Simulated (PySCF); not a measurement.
**How good is the calculation?**

Bonds (- single, = double, # triple, : aromatic): C1-C2 1.510 Å, C2-C3 1.513 Å, C2-S4 1.812 Å, S4=O5 1.434 Å, S4=O6 1.426 Å, S4-O7 1.627 Å. C1 carries H8, H9, H10; C2 carries H11; C3 carries H12, H13, H14; O7 carries H15.

In vacuum, no relativistic terms, one conformer, one averaged value for each set of equivalent atoms. Geometry: GFN2-xTB; σ from GIAO-PBE0/pcSseg-1; PySCF 2.14.0 with density-fitted response routines.

Reference values: measured (solution, not stated per compound (mostly CDCl3 or CCl4); Pretsch, Buehlmann, Badertscher, Structure Determination of Organic Compounds, 4th ed. (2009)).
| atoms | quantity | reference | computed | computed, scaled |
| --- | --- | --- | --- | --- |
| C2 | δ 13C | 52.9 | 63.1 | 59.3 |
| C1/C3 | δ 13C | 16.8 | 16.8 | 14.2 |

Computed shifts are σ(ref) − σ with the named reference compound (TMS for H and C) calculated as an isolated molecule at the same level. The measured values may be among those fitted. Shieldings were converted by linear fits to measured shifts (mostly CDCl3, TMS scale, for H and C): 13C: δ = 179.97 − 0.974σ (rms 2.1 ppm, 958 shifts, 2.3 ppm with the 13 outliers that the fit left out). Occasional misses reach two or three times the rms, and more in compound classes unlike the fitted ones.

Question: How far are the unscaled 13C shifts from the references?

Answer: Mean signed difference +5.10 ppm, mean absolute 5.10 ppm over 2 comparisons; the largest is +10.2 ppm at C2 (sp3 CH bonded to S).
